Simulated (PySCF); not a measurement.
Mapped SMILES: `[NH3+:1][BH2-:2][C:3]([Cl:4])([Cl:5])[Cl:6]`. Each H is labelled by its parent atom.

Geometry: PBE0-D3(BJ)/def2-SVP; GIAO shifts from PySCF 2.14.0 with density-fitted response routines, gas phase, non-relativistic, averaged over equivalent atoms.

At PBE0/cc-pVDZ (121 basis functions, 13 s wall time on 1 thread of an Arm Neoverse V1, shared host):
```
      atoms  δ (ppm)
         N1     37.1
         B2    -12.2
         C3    129.9
Cl4/Cl5/Cl6    367.5
      H(N1)     3.07
      H(B2)     2.27
```

Scale: NH3 for ¹⁵N (σref 273.12); BF3·OEt2 for ¹¹B (σref 113.82); TMS for ¹³C (σref 196.75) and ¹H (σref 31.29); ³⁵Cl (σref 960.53) against HCl (reference shieldings calculated alike).

**Question.** Predict the values at PBE0/pcSseg-1 on the same geometry.

**Answer.** 
```tsv
atoms	δ at PBE0/pcSseg-1	change
N1	44.3	+7.2
B2	-15.7	-3.5
C3	130.6	+0.7
Cl4/Cl5/Cl6	413.1	+45.6
H(N1)	3.29	+0.22
H(B2)	2.32	+0.05
```

Referencing at the same level of theory: NH3 for ¹⁵N (265.67 ppm); ¹¹B (100.73 ppm) against BF3·OEt2; ¹³C (184.41 ppm), ¹H (31.27 ppm) against TMS; ³⁵Cl (943.27 ppm) vs HCl.

The largest change is at Cl4/Cl5/Cl6 (chlorine bonded to C). Cost: 148 basis functions, 13 s wall time on 1 thread of an Arm Neoverse V1, shared host.

A carbon bonded to boron is broadened by the quadrupolar boron nucleus and is often missing from a measured spectrum. Carbons that carry Cl, above all several Cl atoms, come out too deshielded, partly because spin–orbit coupling is missing. Experimental scales use liquid or dissolved standards, which lie at an offset from isolated NH3 (liquid NH3: subtract about 20 ppm).
